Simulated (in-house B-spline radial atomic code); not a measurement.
A fraction x of an electron is removed from 4d in Eu III (Eu2+), starting from [Xe] 4f7 and keeping the highest spin. Computed with an all-electron radial atomic-structure program (B-spline basis): scalar-relativistic (X2C) AM05, spin-polarised, spherical fractional occupations, Fermi nucleus of rms radius 5.1115 fm.

```
   x  E(x) - E(0) (eV)  4d down level (eV)
   0            0.0000            -143.834
0.04            5.7673            -144.532
0.24           35.0301            -148.121
0.26           37.9961            -148.487
0.39           57.4561            -150.906
 0.5           74.1703            -152.995
0.52           77.2340            -153.379
0.65           97.3367            -155.902
0.84                 ?                   ?
0.94                 ?                   ?
   1          153.1223            -162.925
```

Q: What belongs in the row x = 0.84?

A: An energy change of 127.3151 eV; 4d down at -159.675 eV.

Q: What belongs in the row x = 0.94?

A: An energy change of 143.3836 eV; 4d down at -161.699 eV.

Q: Check Janak's theorem between x = 0.04 and 0.24.

A: The slope of the energy is 146.31 eV; the orbital levels give 146.33 eV (-ε of the emptying orbital, averaged over the two points).
